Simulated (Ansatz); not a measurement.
Ansatz (a first-principles code) input (B3LYP/def2-TZVPD):

Ansatz 0.2 input:
```yaml
crystal:
  periodic: [false, false, false]
  atoms:
    - {symbol: C, position_ang: [-1.70247716, 0.40861166, 0.05612660]}
    - {symbol: C, position_ang: [-1.14551551, -0.58957546, 0.75642688]}
    - {symbol: C, position_ang: [0.37163249, -0.79889547, 0.57771698]}
    - {symbol: C, position_ang: [1.10020115, 0.10325037, -0.34161312]}
    - {symbol: N, position_ang: [1.54147121, 0.87314363, -1.08420951]}
    - {symbol: H, position_ang: [-2.77364825, 0.60733457, 0.13996225]}
    - {symbol: H, position_ang: [-1.17850729, 1.09109328, -0.63303167]}
    - {symbol: H, position_ang: [0.55616880, -1.82331349, 0.23617418]}
    - {symbol: H, position_ang: [0.86264248, -0.72746638, 1.55441779]}
basis:
  gaussian:
    orbitals: def2-TZVPD
hamiltonian:
  xc: {name: B3LYP}
total_charge: -1
output: {forces: true}
```

End of the output:

```
integrals: 0.11 GiB planned
1079 factors; their error is unknown
mean field: 1.21 GiB planned
mean field evaluation 1: about -5696.8450 eV, gradient 5.3e1 eV
mean field evaluation 2: about -5680.1073 eV, gradient 9.1e1 eV
mean field evaluation 4: about -5703.3013 eV, gradient 7.6e0 eV
mean field evaluation 8: about -5703.4445 eV, gradient 1.3e-1 eV
mean field evaluation 16: about -5703.4335 eV, gradient 8.4e-3 eV
mean field -5703.43349912 eV, -209.5973151665 hartree, gradient 3.7e-5 eV, S^2 0.000000; 0 other end points of the search recorded, 0 dependent functions left out
the calculation of the forces begins
reference -5703.43377538 eV, -209.5973253190 hartree; 18, 18 occupied and 203, 203 virtual orbitals, 1079 factors
Total energy: -5703.43377538 eV, -209.5973253190 hartree
Atom 0 at    -1.702477     0.408612     0.056127 Å, force    -0.124860    -0.010159     0.037474 eV/Å
Atom 1 at    -1.145516    -0.589575     0.756427 Å, force     0.064968     0.075304    -0.077704 eV/Å
Atom 2 at     0.371632    -0.798895     0.577717 Å, force     0.018711    -0.045764     0.033694 eV/Å
Atom 3 at     1.100201     0.103250    -0.341613 Å, force    -0.027902     0.031961    -0.020082 eV/Å
Atom 4 at     1.541471     0.873144    -1.084210 Å, force     0.036593    -0.014231     0.003323 eV/Å
Atom 5 at    -2.773648     0.607335     0.139962 Å, force     0.025462    -0.004746    -0.001974 eV/Å
Atom 6 at    -1.178507     1.091093    -0.633032 Å, force     0.006916    -0.016000     0.011692 eV/Å
Atom 7 at     0.556169    -1.823313     0.236174 Å, force     0.001059    -0.004597     0.011100 eV/Å
Atom 8 at     0.862642    -0.727466     1.554418 Å, force    -0.000946    -0.011766     0.002476 eV/Å
Dipole moment:     0.594237    -0.078354    -0.073017 e Å
```

It need not be the lowest isomer of its formula. Whether it binds its extra electron was not tested at this geometry.
